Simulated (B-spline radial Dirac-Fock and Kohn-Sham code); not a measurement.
Method: ΔSCF Dirac-Fock with Breit, self-energy and vacuum polarisation, finite nucleus, configuration average. Computed with an atomic code on a B-spline grid. Free neutral atoms.

Q: Order these X-ray lines by photon energy, lowest first.
A. Cu Lβ3
B. Ge Lη
C. Se Lβ4
D. Sm Mγ
E. Zn Lβ4
F. Re Mβ

A: A (1023.2 eV), B (1064.2 eV), E (1106.3 eV), D (1288.3 eV), C (1489.3 eV), F (1909.1 eV).
